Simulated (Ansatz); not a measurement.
Input for Ansatz (a quantum-chemistry and plane-wave program): R-CCSD(T)/cc-pVDZ on O3 (SMILES O=[O+][O-]).

Ansatz 0.2 input:
```yaml
crystal:
  periodic: [false, false, false]
  atoms:
    - {symbol: O, position_ang: [1.01805960, -0.38473453, 0.14015829]}
    - {symbol: O, position_ang: [-0.00257246, 0.33096353, 0.27229815]}
    - {symbol: O, position_ang: [-1.01538714, 0.05377100, -0.41235643]}
basis:
  gaussian:
    orbitals: cc-pVDZ
magnetization: {spin_polarized: false}
correlation: {method: ccsd_t, electrons: outside_noble_gas}
scf: {lower_state_search: off}
```

Program output:

```
WARN ansatz: RAYON_NUM_THREADS=1 ignored (pool sized by the plan → 1); use --threads N
Functional definition: HF
these checks for a lower state are left out or cut short: stability, starts, cluster_reference, orbital_swaps, neighbouring_geometries, increment
integrals: 0.01 GiB planned
393 factors; integrals over basis functions are off by at most 8.0e-4 eV
mean field: 0.06 GiB planned
mean field evaluation 1: about -6098.5772 eV, gradient 5.0e1 eV
mean field evaluation 2: about -6098.5815 eV, gradient 5.0e1 eV
mean field evaluation 4: about -6102.6900 eV, gradient 3.3e0 eV
mean field evaluation 8: about -6102.7425 eV, gradient 2.0e-1 eV
mean field -6102.74287085 eV, -224.2716639162 hartree, gradient 3.0e-6 eV, S^2 0.000000; 0 other end points of the search recorded, 0 dependent functions left out
3 core orbitals not correlated
reference -6102.74287085 eV, -224.2716639162 hartree; 9, 9 occupied and 30, 30 virtual orbitals, 393 factors
second order -17.03959679 eV of doubles, -0.00000000 eV of singles
coupled cluster: 0.06 GiB planned
cycle   1  -15.52092390 eV  change     1.1e0 eV  update   1.4e-1
cycle   2  -16.24080684 eV  change   -7.2e-1 eV  update   5.6e-2
cycle   3  -16.46694670 eV  change   -2.3e-1 eV  update   2.8e-2
cycle   4  -16.45489482 eV  change    1.2e-2 eV  update   9.6e-3
cycle   5  -16.46191881 eV  change   -7.0e-3 eV  update   4.6e-3
cycle   6  -16.46123825 eV  change    6.8e-4 eV  update   9.6e-4
cycle   7  -16.45990704 eV  change    1.3e-3 eV  update   4.0e-4
cycle   8  -16.45989857 eV  change    8.5e-6 eV  update   1.4e-4
cycle   9  -16.45987896 eV  change    2.0e-5 eV  update   5.3e-5
cycle  10  -16.45984374 eV  change    3.5e-5 eV  update   1.9e-5
cycle  11  -16.45987969 eV  change   -3.6e-5 eV  update   6.8e-6
cycle  12  -16.45987197 eV  change    7.7e-6 eV  update   2.3e-6
perturbative correction -0.85397781 eV, -0.0313831057 hartree
WARN: these amplitudes may be one of several solutions (largest doubles amplitude 0.21, level shift 1.02 eV)
Total energy: -6120.05672063 eV, -224.9079361598 hartree
Checks for a lower state left out: stability, starts, cluster_reference, orbital_swaps, neighbouring_geometries, increment
```

The run converged.

Warnings raised: other roots.

Cost: roughly 0.5 core-seconds.
